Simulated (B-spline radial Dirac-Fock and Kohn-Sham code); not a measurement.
# Bi⁴⁺ 4d5/2: cross section and angular parameters

System: bismuth as Bi⁴⁺, [Xe] 4f14 5d10 6s1; threshold 483.6 eV (orbital energy of the model). Level of theory: Dirac-Hartree-Slater photoionisation with a Latter tail; cross sections with all multipoles, angular parameters from the dipole term and its interference with E2; an atomic code on a B-spline grid.

For linearly polarised light dσ/dΩ = σ/(4π) [1 + β P₂(cos θ) + (δ + γ cos²θ) sin θ cos φ], with θ from the polarisation vector and φ the angle between the beam and the projection of the electron momentum on the plane normal to the polarisation.

```csv
hν (eV),σ (kb),β,γ,δ
525,316,-0.583,0.025,0.016
707,?,?,?,?
800,367,0.403,0.174,0.107
813,364,0.437,0.183,0.101
817,363,0.447,0.186,0.100
898,341,0.620,0.210,0.070
1280,230,1.046,0.074,0.013
1486.9,183,1.153,0.004,0.007
1740,140,1.235,-0.043,0.007
2000,108,1.287,-0.055,0.010
2180,91.3,1.311,-0.048,0.013
2760,55.1,1.349,0.029,0.024
2984.4,46.1,1.354,0.071,0.028
5414.7,10.2,1.301,0.604,0.074
8047.8,3.24,1.200,1.088,0.124
10500,1.42,1.112,1.435,0.171
11700,1.01,1.073,1.576,0.194
13300,0.663,1.025,1.741,0.225
14000,0.559,1.005,1.806,0.238
15000,0.444,0.978,1.893,0.257
```

**Question.** Give the values at 707 eV.

**Answer.** σ = 379 kb, β = 0.102, γ = 0.051, δ = 0.147.

Values without a named source are computed, but for edge energies of neutral atoms, which are taken from tables.
